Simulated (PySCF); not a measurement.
Species: tris(dimethylamino)phosphine, C₆H₁₈N₃P.
Structure used (PBE0-D3(BJ)/def2-SVP), in Å, numbered top down from 1:
```xyz
28
C6H18N3P angstrom
C     -1.2582    2.6119    0.0421
N     -0.4142    1.6558   -0.6257
C     -0.5625    1.6123   -2.0572
P      0.2591    0.3996    0.3275
N      1.6791    0.1136   -0.6597
C      2.4353   -1.0745   -0.3325
C      2.5418    1.2566   -0.8562
N     -0.5407   -1.0775   -0.0122
C     -0.6986   -1.6508   -1.3232
C     -1.4246   -1.6034    0.9941
H     -1.0467    3.6399   -0.3066
H     -2.3382    2.4223   -0.1244
H     -1.0734    2.5756    1.1264
H     -1.5714    1.2778   -2.3718
H     -0.3960    2.6139   -2.4951
H      0.1822    0.9288   -2.4874
H      1.7607   -1.9230   -0.1595
H      3.0662   -0.9512    0.5737
H      3.1070   -1.3323   -1.1692
H      3.2146    1.0752   -1.7120
H      3.1802    1.4758    0.0264
H      1.9464    2.1534   -1.0712
H     -0.5812   -2.7500   -1.2849
H      0.0722   -1.2543   -1.9977
H     -1.6942   -1.4402   -1.7624
H     -1.2666   -2.6891    1.1370
H     -2.4947   -1.4573    0.7427
H     -1.2324   -1.1022    1.9548
```

Method used: PBE0-D3(BJ)/def2-SVP geometry optimisation, gas phase in PySCF 2.14.0.

Masses are those of the commonest isotopes; rigid-rotor values at the optimised geometry. The values belong to one conformer with, in the numbering `[CH3:1][N:2]([CH3:3])[P:4]([N:5]([CH3:6])[CH3:7])[N:8]([CH3:9])[CH3:10]`, C1–N2–P4–N5 -153°, N2–P4–N5–C6 -169°, N2–P4–N8–C9 54°.

Task: What are A, B and C (MHz)?

Result: Ia = 427.53, Ib = 451.11, Ic = 660.31 u·Å²; 505379 MHz·u·Å²/I gives A = 1182, B = 1120, C = 765.4 MHz.

Task: Classify the top.

Result: An asymmetric top; Ray's κ = 0.704.

Task: What does the inertial defect say?

Result: Not planar: Δ = Ic − Ia − Ib = -218.33 u·Å². For a rigid frame Δ = −2 Σ m c², so Σ m c² = 109.17 u·Å² lies off the ab plane: 30.93 from hydrogen and 78.24 from heavier atoms. The atom farthest from that plane is 2.00 Å away.

Task: Where do the levels up to J = 4 lie, in K?

Result: Above 0(0,0), as E/k:
J = 1: 1(0,1) 0.090, 1(1,1) 0.093, 1(1,0) 0.110
J = 2: 2(0,2) 0.257, 2(1,2) 0.257, 2(1,1) 0.309, 2(2,1) 0.317, 2(2,0) 0.332
J = 3: 3(0,3) 0.496, 3(1,3) 0.496, 3(1,2) 0.587, 3(2,2) 0.589, 3(2,1) 0.636, 3(3,1) 0.654, 3(3,0) 0.665
J = 4: 4(0,4) 0.808, 4(1,4) 0.808, 4(1,3) 0.937, 4(2,3) 0.937, 4(2,2) 1.026, 4(3,2) 1.031, 4(3,1) 1.073, 4(4,1) 1.102, 4(4,0) 1.110
Those of J = 1 are B + C, A + C and A + B.

Task: Which lines would a microwave search look for?

Result: The dipole components are |μa| = 0.00 D, |μb| = 0.25 D, |μc| = 0.90 D; the mirror of this Cs structure is the bc plane, so μa vanishes by symmetry (the 0.01 D computed is a residue) and there are no a-type lines. Intensities carry the squares of the components, which stand as 0.08 : 1.00 (b : c). Some lines, for components of 0.1 D or more:

```
type  branch         J(Ka,Kc)    MHz  lower level (cm⁻¹)
   b       Q  1(1,0) ← 1(0,1)    417               0.063
   b       Q  4(4,0) ← 4(3,1)    778               0.746
   b       Q  4(3,1) ← 4(2,2)    969               0.713
   b       Q  5(3,2) ← 5(2,3)   1776               1.034
   b       Q  3(2,2) ← 3(1,3)   1934               0.345
   b       R  1(1,1) ← 0(0,0)   1947               0.000
   b       Q  5(3,3) ← 5(2,4)   2685               0.945
   b       Q  4(2,3) ← 4(1,4)   2689               0.562
   b       Q  5(2,4) ← 5(1,5)   3457               0.830
   b       R  2(2,1) ← 1(1,0)   4312               0.077
   c       R  2(2,1) ← 1(1,1)   4667               0.065
   b       R  4(1,4) ← 3(0,3)   6508               0.345
   c       R  3(2,1) ← 2(1,1)   6819               0.214
   c       R  3(3,1) ← 2(2,1)   7004               0.221
   b       R  3(3,0) ← 2(2,1)   7237               0.221
   b       R  4(2,2) ← 3(3,1)   7764               0.454
   b       R  5(0,5) ← 4(1,4)   8038               0.562
   b       R  4(3,2) ← 3(2,1)   8238               0.442
   b       R  5(1,4) ← 4(2,3)   8806               0.652
   c       R  4(2,2) ← 3(1,2)   9147               0.408
   b       R  4(3,1) ← 3(2,2)  10080               0.409
   c       R  5(4,1) ← 4(3,1)  11396               0.746
   c       R  5(3,3) ← 4(2,3)  11492               0.652
   c       R  5(5,1) ← 4(4,1)  11693               0.766
   b       R  5(3,2) ← 4(2,3)  13253               0.652
```

Task: Estimate the classical rotational partition function at 100 K, 200 K and 500 K.

Result: Point group Cs, symmetry number σ = 1; q = (√π/σ)·√((kT/h)³/(ABC)), k/h = 20836.6 MHz/K: 167000 at 100 K, 474000 at 200 K, 1870000 at 500 K.

No frequency check. Zero-point vibration and centrifugal distortion are left out. A rigid rotor knows nothing of internal rotation, which can split or shift real lines. Quadrupole hyperfine structure (14N) is left out.
